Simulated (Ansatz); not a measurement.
```xyz
8

Si    1.685    0.514    0.594
S     0.674   -1.241   -0.048
Ge   -1.391   -0.405   -0.178
H     1.402    1.665   -0.314
H     3.139    0.193    0.590
H    -1.880   -0.016    1.223
H    -2.246   -1.533   -0.766
H    -1.383    0.823   -1.101
```

Total charge 0; spin multiplicity 2.

Problem. List the ωB97M-V/def2-TZVPP orbital energies in eV (Ansatz). (An estimate is asked.)

Solution. The calculation gave: α occupied: -10867.13, -2426.75, -1807.59, -1362.96, -1210.70, -1210.68, -1210.68, -220.74, -174.75, -163.82, -163.79, -163.70, -148.59, -124.04, -123.96, -123.95, -102.82, -102.69, -102.65, -36.82, -36.78, -36.78, -36.70, -36.70, -23.12, -18.43, -16.98, -13.06, -12.86, -12.48, -11.53, -11.23, -10.19, -7.70. α empty: 1.49, 1.92, 2.24, 2.68, 3.04, 3.41, 4.50, 5.17. β occupied: -10867.13, -2426.73, -1807.50, -1362.96, -1210.70, -1210.68, -1210.68, -220.72, -174.74, -163.80, -163.75, -163.65, -148.50, -124.04, -123.96, -123.95, -102.63, -102.58, -102.54, -36.82, -36.78, -36.77, -36.70, -36.70, -22.99, -18.37, -16.48, -12.94, -12.72, -12.37, -11.41, -10.98, -9.85. β empty: -0.93, 1.56, 2.04, 2.38, 2.77, 3.15, 3.52, 4.66. ⟨S²⟩ = 0.752.
